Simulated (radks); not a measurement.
These are the eigenvalues of the occupied orbitals of an atom or ion with whole-number occupations (eV). All-electron calculation, scalar-relativistic Kohn-Sham, exchange-only LDA, spin-polarised, spherical densities, point nucleus. Program: a radial shooting solver on a logarithmic mesh with Libxc functionals.

1s up: -44157.13
1s down: -44156.46
2s up: -7807.176
2s down: -7806.742
2p up: -7067.841
2p down: -7067.252
3s up: -2278.337
3s down: -2277.633
3p up: -2045.010
3p down: -2044.243
3d up: -1725.788
3d down: -1725.070
4s up: -973.8649
4s down: -971.0143
4p up: -889.0895
4p down: -886.2603

Which element is it, and in what charge state? The configuration may be excited. Open shells, if any, are filled with parallel spins first.

Answer. Z = 60, neodymium, charge +25: Nd25+ in [Ar] 3d10 4s2 4p5. The list shows which subshells hold electrons but not how many an open one holds; the 1s level, -1622.7 hartree, gives Z - s = 57.0 by -(Z - s)^2/2, which with screening and relativity narrows Z to a few neighbours, and the depths of the outer levels then fix element, charge and occupations together.
